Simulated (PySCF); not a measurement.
Löwdin shares of the frontier orbitals

Compound: C2H11Ge2NOSi.
Z-matrix (Å and degrees, PBE0-D3(BJ)/def2-SVP geometry), rows numbered from 1:
```
C 
C   1  1.5058
O   2  1.2227  1  122.79
N   2  1.3628  1  117.53  3  -178.92
Si  4  1.7829  2  117.29  1   178.01
Ge  5  2.3788  4  109.79  2   -47.32
Ge  6  2.4250  5  108.71  4   -20.33
H   1  1.1011  2  110.02  3   114.74
H   1  1.0956  2  109.02  3    -4.98
H   1  1.1004  2  111.01  3  -125.88
H   4  1.0131  2  118.86  1     0.54
H   5  1.4936  4  110.01  2    76.17
H   5  1.4954  4  103.41  2  -168.02
H   6  1.5473  5  109.69  4  -139.95
H   6  1.5365  5  110.50  4   101.27
H   7  1.5431  6  109.70  5    -6.73
H   7  1.5426  6  111.09  5  -125.25
H   7  1.5371  6  111.43  5   113.33
```

Level of theory: PySCF, TDDFT CAM-B3LYP/def2-SVPD, vertical, gas phase, core orbitals frozen in the response. The CAM-B3LYP/def2-SVPD calculation is non-relativistic and has no spin–orbit coupling, an omission that weighs most on germanium.

Frontier orbitals with the atoms that hold most of them (Löwdin shares over 4%, at most four atoms; ? is withheld):

| orbital | ε (eV) | atoms |
| --- | --- | --- |
| HOMO-3 | -10.04 | Ge6 17%, O3 14%, Si5 14%, N4 12% |
| HOMO-2 | -9.61 | N4 26%, O3 25%, Ge6 12%, Ge7 9% |
| HOMO-1 | -9.17 | ? |
| HOMO | -8.68 | ? |
| LUMO | ? | Ge7 20%, Si5 16%, Ge6 13%, H11 6% |
| LUMO+1 | 0.86 | Ge6 20%, Si5 13%, C2 12%, Ge7 10% |
| LUMO+2 | 1.05 | Ge7 22%, Ge6 22%, Si5 17%, H16 7% |

Q: Which atoms hold the HOMO, and with what shares?

A: Ge6 (bonded to Ge, Si and 2 H) 26%; Si5 (bonded to Ge, N and 2 H) 19%; Ge7 (bonded to Ge and 3 H) 16%; N4 (bonded to C, Si and H) 10%. By element: germanium 42%, silicon 19%, nitrogen 10%.

Q: Which atoms hold the HOMO-1, and with what shares?

A: O3 (bonded to C) 44%; Ge6 (bonded to Ge, Si and 2 H) 14%; Ge7 (bonded to Ge and 3 H) 10%; H14 (bonded to Ge) 7%. By element: oxygen 44%, germanium 24%, hydrogen 7% or more.

Q: What is the LUMO energy, and the HOMO–LUMO gap?

A: ε(LUMO) = 0.41 eV; the gap is 9.09 eV (0.3339 hartree).

Q: The HOMO–LUMO gap is 9.09 eV. Where does the response calculation put the lowest singlet, and from which orbitals?

A: S1 is at 5.65 eV (f = 0.0008), 3.43 eV below the gap, made of HOMO-1→LUMO+1 (31%), HOMO-1→LUMO+4 (26%). Its leading pair isn't HOMO and LUMO; the energies of that pair differ by 10.03 eV. 

Q: Give energy, strength and leading configuration of S2 and S3, and follow the Löwdin shares of the leading atoms from the occupied to the empty orbital.

A: 
- S2 (6.28 eV, f 0.120), HOMO→LUMO (80%): Ge6 26% → 13%, Si5 19% → 16%, Ge7 16% → 20%
- S3 (6.57 eV, f 0.013), HOMO→LUMO+1 (70%): Ge6 26% → 20%, Si5 19% → 13%

Löwdin shares depend on the basis, the more so with diffuse functions.

Time: 23 min of wall time; peak memory 1.4 GiB. Hardware: an Intel Xeon at 2.50 GHz with one thread, shared host with 64 logical CPUs at a one-minute load of 55.

One conformer stands for the species.
